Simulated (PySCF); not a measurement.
Gas-phase reaction: 3 Ge(CH3)4 + 2 C3H4 (propyne) ⇌ Ge3H8 + 6 C3H6 (propylene), at 500 K and a standard pressure of 1 bar. Level: M06-2X/def2-TZVP†.

Method: PySCF energies plus ideal-gas RRHO corrections (1 bar). † marks an energy on the PBE0/def2-TZVP geometry and frequencies. All species are closed-shell singlets. Ge: all electrons, no relativistic terms. The harmonic model lacks anharmonicity and excited electronic states, which grow with temperature; levels with a mode under 35 cm⁻¹ are left out. Internal rotation in Ge(CH3)4, Ge3H8, C3H6 (propylene) is treated as a harmonic vibration of one conformer, which makes the entropy rough.

```
species                E (Ha)  H(500 K) − E (kJ/mol)  S°(500 K) (J/mol/K)
----------------  -----------  ---------------------  -------------------
Ge(CH3)4          -2236.65568                  448.6                470.2
C3H4 (propyne)     -116.64256                  173.5                282.8
Ge3H8             -6235.80139                  217.4                461.9
C3H6 (propylene)   -117.88394                  238.4                304.6
```
E: electronic energy; H − E holds the zero-point and thermal terms. 1 Ha = 2625.5 kJ/mol.

### Question
Work out ΔH°, ΔS°, ΔG° and log10 K from these numbers.

### Answer
1. ΔE = 1×(-6235.80139) + 6×(-117.88394) − 3×(-2236.65568) − 2×(-116.64256) = 0.14713 Ha = 386.3 kJ.
2. Δ(H − E) = 1×(217.4) + 6×(238.4) − 3×(448.6) − 2×(173.5) = -45.0 kJ, so ΔH° = 341.3 kJ.
3. ΔS° = 1×(461.9) + 6×(304.6) − 3×(470.2) − 2×(282.8) = 313.3 J/K; the number of gas molecules changes by +2.
4. ΔG° = ΔH° − TΔS° = 341.3 − 500×(313.3)/1000 = 184.7 kJ.
5. log10 K = −ΔG°/(RT ln 10) = -19.30, with RT ln 10 = 9.57 kJ/mol; at standard pressures the reactants are favoured.
6. A shift of 10 kJ in ΔE would move log10 K by 1.04 here.
For scale, ΔH°(298 K) is 354 kJ at this level, 296 kJ at ωB97M-V/def2-TZVP†, and runs from 156 to 402 kJ over the 17 levels computed.
